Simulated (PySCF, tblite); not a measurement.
A database entry of computed molecular properties. Lists by class give the value and the number of equivalent atoms.

```json
{
 "formula": "C8H9F",
 "smiles": "C=CC1=CCCC(F)=C1",
 "inchi": "InChI=1S/C8H9F/c1-2-7-4-3-5-8(9)6-7/h2,4,6H,1,3,5H2",
 "charge": 0,
 "multiplicity": 1,
 "geometry_level": "GFN2-xTB",
 "electronic_structure_code": "PySCF",
 "results": {
  "GFN2-xTB geometry": {
   "point_group": "C1",
   "rotational_constants_GHz": [2.656, 1.249, 0.874]
  },
  "PBE0/pcSseg-1 ground state and GIAO shieldings, non-relativistic": {
   "dipole_D": 1.67,
   "homo_eV": -6.12,
   "lumo_eV": -1.06,
   "shift_vs_computed_TMS_C_by_class_ppm": [
    [174.4, 1],
    [144.4, 1],
    [141.6, 1],
    [129.8, 1],
    [117.8, 1],
    [105.8, 1],
    [28.6, 1],
    [28.4, 1]
   ],
   "shift_vs_computed_TMS_H_by_class_ppm": [
    [6.57, 1],
    [6.14, 1],
    [5.68, 1],
    [5.5, 1],
    [5.36, 1],
    [2.49, 2],
    [2.45, 2]
   ],
   "shielding_other_nuclei_by_class_ppm": [
    ["F", 264.7, 1]
   ]
  },
  "GFN2-xTB harmonic vibrations, gas phase": {
   "strongest_ir_bands_cm-1_km_per_mol_modes": [
    [909.1, 40.4, 1],
    [1100.6, 57.2, 1],
    [1706.2, 89.8, 1],
    [2924.4, 44.0, 1],
    [3078.1, 37.7, 1],
    [3134.1, 53.5, 1]
   ],
   "zpe_kcal_per_mol": 90.2
  }
 }
}
```

With B = h/(8π²I), that is 505.379 GHz u Å² over I, the principal moments of inertia are 190.3, 404.7 and 578.1 u Å² (most abundant isotopes). The dipole equals about 5.6 × 10⁻³⁰ C·m (1 D = 3.33564 × 10⁻³⁰ C·m). The zero-point energy, half the sum of the 48 harmonic wavenumbers, equals 31540 cm⁻¹ or 377 kJ/mol. The rotational constants make it an asymmetric top with κ = (2B − A − C)/(A − C) = -0.58, nearer the prolate limit (−1).

 NMR classes are plain means over equivalent atoms (diastereotopic ones count apart unless rotation or inversion swaps them), as if these changed places fast; in this geometry the members of some classes differ.

Conformer computed: `[CH2:1]=[CH:2][C:3]1=[CH:4][CH2:5][CH2:6][C:7]([F:8])=[CH:9]1`: C1–C2–C3–C4 169°.

One conformer stands for the species.
